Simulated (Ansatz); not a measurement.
Ideal-gas functions of CBClFN, SMILES `N#CB(F)Cl` at 600 K and 1 bar, from an Ansatz frequency run at PBE0-D4/def2-TZVP.

Molar mass 91.28 g/mol, point group Cs (symmetry number 1), electronic degeneracy 1, moments of inertia 77.8, 177.347, 255.147 u Å². Harmonic wavenumbers (cm⁻¹, unscaled): 152, 235, 347, 487, 604, 608, 1077, 1382, 2366.

Use S(trans) = R[1.5 ln M + 2.5 ln T − 1.1517]; rotational temperatures θ = 24.2544 K / I; S(rot) = R[ln(√π/σ · √(T³/θAθBθC)) + 1.5]; for each mode x = 1.438777 ν̃/T, S = R[x/(eˣ − 1) − ln(1 − e⁻ˣ)] and H = RT x/(eˣ − 1); 1 cm⁻¹ = 0.0119627 kJ/mol; R = 8.31446 J/(mol·K).

Q: By hand: the entropy, in J/(mol·K).

A: Translation 179.7. Rotation: θ = 0.3118, 0.1368, 0.0951 K, giving 119.9. Vibration, mode by mode: 16.75, 13.19, 10.08, 7.48, 5.93, 5.88, 2.41, 1.35, 0.19, in all 63.3. Electronic 0.0. Sum 362.9 J/(mol·K).

Q: By hand: H − E and G − E in kJ/mol, counted from the electronic energy.

A: Zero-point energy ½ × 7258 × 0.0119627 = 43.4; thermal vibration 19.9; translation, rotation and pV give 4 RT = 20.0. H − E = 83.3 kJ/mol, and G − E = 83.3 − 600 × 362.9/1000 = -134.4 kJ/mol.

Vibration gives 17 % of the entropy.
